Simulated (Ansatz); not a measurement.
Pb₂Se₃. Charge 0, multiplicity 1. Geometry PBE-D4/def2-SVP, basis def2-TZVP, Ansatz.

```xyz
5

Pb   -1.794    0.414   -0.101
Pb    1.793    0.311    0.298
Se   -0.136   -1.839    0.746
Se    0.141   -1.208   -1.574
Se   -0.004    2.321    0.631
```

| run | HOMO (eV) | LUMO (eV) |
| --- | --- | --- |
| A | -5.28 | -2.68 |
| B | -6.17 | -1.89 |
| C | -5.04 | -2.78 |
| D | -6.00 | -1.92 |
| E | -5.27 | -2.44 |

In the def2 sets Pb takes a core potential; there is no spin–orbit coupling. The structure comes from a short search, and lower isomers may exist.

Q: The runs used B97M-V, PBE, PBE0, r2SCAN, r2SCAN0. Estimate which is which.

A: A r2SCAN (0 % exact exchange); B r2SCAN0 (25 % exact exchange); C PBE (0 % exact exchange); D PBE0 (25 % exact exchange); E B97M-V (0 % exact exchange). Exact exchange lowers occupied and raises empty levels; among semilocal functionals meta-GGAs tend to open the gap a little, and such runs are hard to tell apart. The gap grows from 2.27 eV (PBE) to 4.28 eV (r2SCAN0).
